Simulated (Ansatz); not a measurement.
`CC[N](C)[GaH2]` + `[F][GeH3]` → `[F][GeH2][GaH2]` + `CCNC`  (formal exchange of groups at a Ga–N bond)

Program: Ansatz. Geometries: PBE0-D4/def2-TZVP. ΔE: electronic, gas phase. CBS: MP2 limit from def2 TZ/QZ plus the TZ coupled-cluster correction, frozen cores. DFT in def2-TZVPP. B3LYP here is the variant with VWN-RPA as its local correlation; programs differ in this. HSE06 is defined as in plane-wave codes. For Ga, Ge outer-core shells are correlated without core-valence functions, which leaves a few kJ/mol of doubt a bond. Scalar relativity is left out up to krypton. Each species was taken in one conformer, which may not be the lowest.

Task: Is it downhill or uphill in electronic energy at CCSD(T)/CBS, and by how much? (Best estimate.)

Result: Computed: Uphill: ΔE = +27.0 kJ/mol.

Task: What do these levels give: LDA (SPW92), PBE-D4, revPBE-D4, PBE0-D4, B2PLYP, PBE-QIDH, revPBE, B3LYP, HSE06, CCSD(T)/def2-SVP, SCS-MP2/def2-TZVPP, CCSD(T)/def2-TZVPP? (Estimate.)

Result: Computed: LDA (SPW92) 28.0, PBE-D4 14.3, revPBE-D4 17.9, PBE0-D4 11.9, B2PLYP 19.6, PBE-QIDH 19.6, revPBE 0.2, B3LYP 7.2, HSE06 6.2, CCSD(T)/def2-SVP 39.0, SCS-MP2/def2-TZVPP 31.7, CCSD(T)/def2-TZVPP 28.5 kJ/mol.

Largest T1 diagnostic among the species: 0.014.

Leaving LDA and LC-ωPBE aside and taking each functional with its dispersion term where it has one, the values, not all of them listed here, spread over 12.9 kJ/mol, from HSE06-D4 to B97M-V. LDA lies +20.3 kJ/mol from PBE without D4. The D4 term adds +10.6 kJ/mol with B3LYP and +5.7 kJ/mol with PBE0; it sums over pairs of atoms, weighted by their polarisabilities, and B3LYP, whose exchange is more repulsive, gets the larger term. From r2SCAN to r2SCAN0 (25 % exact exchange), in def2-TZVPP and without D4, ΔE moves by −4.3 kJ/mol.
